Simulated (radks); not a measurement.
Task: Neutral niobium, configuration [Kr] 4d4 5s1 (the NIST ground configuration). Method: Dirac Kohn-Sham, PBE, spin-unpolarised, spherical densities, finite nucleus; open shells are shared between the two j in proportion to 2j + 1; Fermi nuclear charge, rms radius 4.324 fm; computed with a radial shooting solver on a logarithmic mesh with Libxc functionals. Some entries of the table are withheld. Estimate them.

orbital  occ.  eigenvalue (eV)  <1/r> (bohr^-1)  <r^2> (bohr^2)
1s1/2       2        -18799.35            42.40        0.001757
2s1/2       2        -2629.064            9.626         0.02938
2p1/2       2        -2412.717            9.601         0.02224
2p3/2       4        -2316.937            9.164         0.02361
3s1/2       2        -438.6843            3.275          0.2251
3p1/2       2        -357.2220            3.172          0.2243
3p3/2       4        -341.7091            3.067          0.2349
3d3/2       4        -197.8863              (1)          0.2241
3d5/2       6        -194.9985              (2)          0.2276
4s1/2       2         -58.3648            1.176           1.525
4p1/2       2         -35.9389            1.051           1.889
4p3/2       4         -33.8429            1.021           1.984
5s1/2       1          -3.9818              (3)           16.02
4d3/2     1.6          -3.1349           0.6337           6.151
4d5/2     2.4          -2.9801           0.6245           6.366

Result: 
(1) 3d3/2 <1/r> (bohr^-1): 2.871
(2) 3d5/2 <1/r> (bohr^-1): 2.844
(3) 5s1/2 <1/r> (bohr^-1): 0.3431
